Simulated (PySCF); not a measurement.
# Telling isomers of C₇H₁₂NP apart by NMR

PySCF 2.14 calculation with shielding tensors at PBE0/pcSseg-1 (GIAO) and GFN2-xTB geometry; a single conformation, equivalent nuclei averaged, in vacuum, relativity neglected.

Referencing at the same level of theory: $^{1}$H (σ = 31.72 ppm), $^{13}$C (σ = 186.93 ppm) vs TMS. Splittings of carbon signals by F and P are missing where no couplings were computed. Where no couplings were computed, multiplicities follow the n + 1 count of equivalent neighbours, and m marks all less simple cases (inequivalent or close neighbours, rings, F or P nearby). Shifts are as computed. Against solution values, carbons near 30 ppm lie about +3 ppm off and those near 130 ppm about +5 ppm. Of 1211 compounds with measured shifts, 218 miss one by over three times the rms of a fit or turn the order of signals round; such compounds aren't used in these exercises. OH and NH positions are gas-phase values without hydrogen bonding to other molecules.

(1) Tabulate the signals of `Cc1cpcn1C(C)C`, `Cc1cc(C)p(N)c1C` and their relative energies.

(2) What is the quickest way to tell Cc1cpcn1C(C)C from Cc1cc(C)p(N)c1C?

## Answers

(1) 
```tsv
SMILES	carbon types	δC	δH	E rel. (kcal/mol)
Cc1cpcn1C(C)C	1×C 3×CH 3×CH3	153.3, 138.6, 133.4, 50.6, 26.5, 18.0	8.04 (m, 1H), 6.93 (m, 1H), 4.20 (sept, 1H), 2.46 (s, 3H), 1.45 (d, 6H)	0.0
Cc1cc(C)p(N)c1C	3×C 1×CH 3×CH3	162.3, 149.8, 146.3, 142.9, 18.8, 17.4, 13.9	6.39 (m, 1H), 2.18 (m, 3H), 2.18 (m, 3H), 2.01 (s, 3H), 1.05 (br s, 2H)	10.1
```

Energies are electronic energies at PBE0/pcSseg-1 on these geometries, without zero-point or thermal terms, each for the one conformer computed, which needn't be the lowest.

(2) Count the carbon signals: 6 against 7. The first has an sp3 CH bonded to N at 50.6 ppm, the second a unsaturated ring carbon (C) at 162.3 ppm. Their most deshielded carbons lie at 153.3 and 162.3 ppm. In the proton spectra the most deshielded non-exchanging signals are 8.04 (m, 1H) and 6.39 (m, 1H).
